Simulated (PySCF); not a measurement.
**Telling isomers of C₇H₅NSi apart by NMR**

[PySCF: σ from GIAO-PBE0/pcSseg-1; GFN2-xTB geometry; equivalent nuclei averaged; isolated molecule; no relativistic terms; single conformer]

References, each an isolated molecule treated in the same way: TMS for 1H (31.72 ppm) and 13C (186.93 ppm). Where no couplings were computed, multiplicities follow the n + 1 count of equivalent neighbours, and m marks all less simple cases (inequivalent or close neighbours, rings, F or P nearby). Shifts are as computed. Against solution values, carbons near 30 ppm lie about +3 ppm off and those near 130 ppm about +5 ppm. Of 1309 compounds with measured shifts, 239 miss one by over three times the rms of a fit or turn the order of signals round; such compounds aren't used in these exercises.

(1) Tabulate the signals of `C#CC1=C[SiH2]C(C#N)=C1`, `C#C/C=C(\C#C)[SiH2]C#N`, `C#C[Si@@H]1[C@H](C#N)C12C=C2`, `C#CC1=CC=C[Si@@H]1C#N` and their relative energies.

(2) What is the quickest way to tell C#CC1=C[SiH2]C(C#N)=C1 from C#CC1=CC=C[Si@@H]1C#N?

(3) What is the quickest way to tell C#C/C=C(\C#C)[SiH2]C#N from C#C[Si@@H]1[C@H](C#N)C12C=C2?

(4) What is the quickest way to tell C#CC1=C[SiH2]C(C#N)=C1 from C#C[Si@@H]1[C@H](C#N)C12C=C2?

Answers

(1) 
| SMILES | carbon types | δC | δH | E rel. (kcal/mol) |
| --- | --- | --- | --- | --- |
| C#CC1=C[SiH2]C(C#N)=C1 | 4×C 3×CH | 169.3, 148.1, 147.3, 122.4, 119.2, 93.8, 85.7 | 7.57 (s, 1H), 6.82 (t, 1H), 4.82 (m, 2H), 3.12 (s, 1H) | 6.8 |
| C#C/C=C(\C#C)[SiH2]C#N | 4×C 3×CH | 142.4, 133.4, 122.1, 105.6, 104.4, 85.6, 85.4 | 6.46 (d, 1H), 4.66 (s, 2H), 3.82 (s, 1H), 3.72 (d, 1H) | 39.9 |
| C#C[Si@@H]1[C@H](C#N)C12C=C2 | 3×C 4×CH | 124.1, 122.4, 121.0, 107.0, 81.8, 22.5, 2.7 | 7.72 (d, 1H), 7.23 (d, 1H), 4.23 (m, 1H), 2.04 (d, 1H), 1.01 (m, 1H) | 66.4 |
| C#CC1=CC=C[Si@@H]1C#N | 3×C 4×CH | 163.9, 160.3, 130.2, 129.5, 120.5, 101.6, 86.2 | 7.47 (m, 1H), 7.43 (m, 1H), 5.94 (m, 1H), 4.89 (m, 1H), 3.63 (s, 1H) | 0.0 |

Energies are electronic energies at PBE0/pcSseg-1 on these geometries, without zero-point or thermal terms, each for the one conformer computed, which needn't be the lowest.

(2) Both give the same number of carbon signals, but DEPT or the intensities differ. The first has a fully substituted alkene carbon (C) at 148.1 ppm, the second an alkene CH at 130.2 ppm. Their most deshielded carbons lie at 169.3 and 163.9 ppm.

(3) Both give the same number of carbon signals, but DEPT or the intensities differ. The first has an alkene CH at 142.4 ppm, the second a three-membered-ring carbon (C) at 22.5 ppm. Their most deshielded carbons lie at 142.4 and 124.1 ppm. In the proton spectra the most deshielded non-exchanging signals are 6.46 (d, 1H) and 7.72 (d, 1H).

(4) Both give the same number of carbon signals, but DEPT or the intensities differ. The first has an alkene CH at 169.3 ppm, the second a three-membered-ring carbon (C) at 22.5 ppm. Their most deshielded carbons lie at 169.3 and 124.1 ppm.
